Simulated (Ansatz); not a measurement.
System: C3H4NSSi (charge 0, doublet). It need not be the lowest isomer of its formula. 
Geometry from a B3LYP-D3(BJ)/def2-TZVP (Ansatz, a program for electronic structure) optimisation:
```
C
C 1 1.3521
N 1 1.3990 2 110.63
C 3 1.2973 1 112.57 2 0.00
H 4 1.0807 3 123.70 1 180.00
S 2 1.7096 1 114.83 3 0.00
Si 1 1.8675 2 128.47 6 180.00
H 7 1.4792 1 108.18 2 0.00
H 7 1.4797 8 109.91 1 119.92
H 7 1.4797 8 109.91 9 120.16
```
Charge 0, spin multiplicity 2.

Property: atomisation energy (electronic, to ground-state atoms), in kcal/mol. Valence correlation only, unless marked. Open shells are spin-unrestricted. No spin-orbit coupling. No relativistic terms. The coupled-cluster limit lacks core correlation, which all-electron functionals hold. CBS marks a two-point X^-3 extrapolation of the correlation energy; Hartree-Fock from the larger set.

```json
[
 {"level": "PBE0/STO-3G", "program": "Ansatz", "atomisation energy (kcal/mol)": "1104.2"}
]
```

Question: What does CCSD(T)/CBS(cc-pV(T+d)Z,cc-pV(Q+d)Z) (Ansatz) give?

Answer: 922.4 kcal/mol
